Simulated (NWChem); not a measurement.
System: BiHOCl2; SMILES [OH][Bi]([Cl])[Cl]

```xyz
5

Bi    -0.3352     0.1918     0.0000
Cl     1.2822    -0.0175    -1.8545
Cl     1.2822    -0.0175     1.8545
O     -1.0477    -1.7491     0.0000
H     -0.3445    -2.4137     0.0000
```
Atoms are numbered in this order, from 1.

Level: PBE0/def2-SVP with def2 effective core potentials on Bi (NWChem), optimised geometry, unscaled harmonic frequencies. def2 effective core potentials on Bi; no spin-orbit coupling.

```csv
frequency (cm⁻¹),IR intensity (km/mol)
99,15.9
106,2.6
147,12.5
235,126.2
333,62.4
345,31.8
587,79.0
828,52.6
3857,101.7
```

The zero-point energy is 9.3 kcal/mol, the thermal correction to the enthalpy at 298.15 K (with zero-point energy) is 14.0 kcal/mol and the heat capacity Cv is 18.4 cal/(mol K). The entropy at 298.15 K and 1 atm (symmetry number 1) is 85.9 cal/(mol K).

Rigid rotor and harmonic oscillator; modes under 100 cm⁻¹ make the entropy uncertain.
